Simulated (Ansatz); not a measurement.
One change: `[SH][In]([SH])[SH]` becomes `[SH][In]([SH])[Br]`.

Ansatz, PBE0-D4/def2-TZVP geometries, multiplicity 1. Each molecule was computed in one conformer, which needn't be the lowest.

Elements past krypton have def2 core potentials. Scalar relativity is left out up to krypton.

| property | `[SH][In]([SH])[SH]` |
| --- | --- |
| HOMO energy (PBE/def2-TZVPP) / eV | -6.40 |
| LUMO energy (B3LYP/def2-TZVPP) / eV | -2.00 |
| HOMO energy (ωB97M-V/def2-TZVPP) / eV | -9.80 |
| LUMO energy (PBE0/def2-TZVPP) / eV | -1.72 |
| LUMO energy (PBE/def2-TZVPP) / eV | -2.56 |
| size of the dipole moment (PBE/def2-TZVPP) / D | 0.02 |

Q: Give the same properties after the change, and the shifts. (An estimate is asked.)

A: Ansatz gave: 
| property | `[SH][In]([SH])[Br]` | shift |
| --- | --- | --- |
| HOMO energy (PBE/def2-TZVPP) / eV | -6.62 | -0.22 |
| LUMO energy (B3LYP/def2-TZVPP) / eV | -2.41 | -0.41 |
| HOMO energy (ωB97M-V/def2-TZVPP) / eV | -10.01 | -0.21 |
| LUMO energy (PBE0/def2-TZVPP) / eV | -2.14 | -0.42 |
| LUMO energy (PBE/def2-TZVPP) / eV | -2.96 | -0.40 |
| size of the dipole moment (PBE/def2-TZVPP) / D | 1.40 | 1.38 |

With PBE0 the HOMO falls by 0.22 eV and the LUMO falls by 0.42 eV, so the gap narrows by about 0.20 eV. PBE moves the HOMO by -0.22 eV and ωB97M-V by -0.21 eV. The zero-point energy changes by -21.8 kJ/mol with -3 modes.

B3LYP here is the variant with VWN-RPA as its local correlation; programs differ in this.

Spin–orbit coupling is left out; it splits and shifts lone-pair levels of the heavy atoms by tenths of an eV.
